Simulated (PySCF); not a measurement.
**Correlation energy of Rh (rhodium, neutral)**

[Kr] 4d8 5s1, high-spin 4F determinant. Computed with PySCF 2.14 in x2c-QZVPPall (13s8p7d4f2g, 118 functions), with the spin-free X2C one-electron Hamiltonian (Gaussian nucleus). Frozen: [Kr]; 9 electrons correlated.

MP2 pair energies summed by pair of shells (mhartree):

```
 pair   energy  share (%)
4d-4d  -228.07       86.8
4d-5s   -34.56       13.2
```

Total MP2 correlation energy: -262.63 mhartree.

Same-spin part -100.51 and opposite-spin part -162.11 mhartree; SCS-MP2 scales them by 1/3 and 6/5 to -228.04 mhartree.
